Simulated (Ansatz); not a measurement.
CH$_{4}$GaN, SMILES `C=[N][GaH2]`. Total charge 0; spin multiplicity 1.

```xyz
7

C    -0.593   -1.368   -0.039
N     0.094   -0.333   -0.036
Ga    0.603    1.395    0.040
H    -1.688   -1.368    0.085
H    -0.140   -2.363   -0.167
H     1.018    1.911    1.448
H     0.705    2.126   -1.330
```

Problem. What are the harmonic wavenumbers in cm⁻¹ at PBE0-D4/def2-TZVP (Ansatz, finite differences of forces, unscaled)? (An estimate is asked.)

Solution. Ansatz gave: 73, 209, 461, 545, 557, 590, 724, 1104, 1188, 1520, 1846, 2018, 2019, 2962, 3011.

Problem. Is this a minimum?

Solution. Yes, all 15 modes are real.

Problem. Give the ideal-gas thermochemistry at 298.15 K and 1 bar (rigid rotor, harmonic oscillator; point group Cs, symmetry number 1).

Solution. Zero-point energy 112.6 kJ/mol; H(298) − E = 128.5 kJ/mol; entropy 300.4 J/(mol·K), of which translation 166.3, rotation 97.1, vibration 37.0; G(298) − E = 39.0 kJ/mol. Modes under 100 cm⁻¹ are hindered rotations or soft bends, so the harmonic entropy is rough.

Problem. And at 400, 500, 600, 800 and 1000 K?

Solution. 
```csv
T (K),H − E (kJ/mol),S (J/mol/K),G − E (kJ/mol)
400,136.7,323.9,7.2
500,145.8,344.1,-26.3
600,155.7,362.1,-61.6
800,177.7,393.7,-137.3
1000,201.9,420.7,-218.8
```
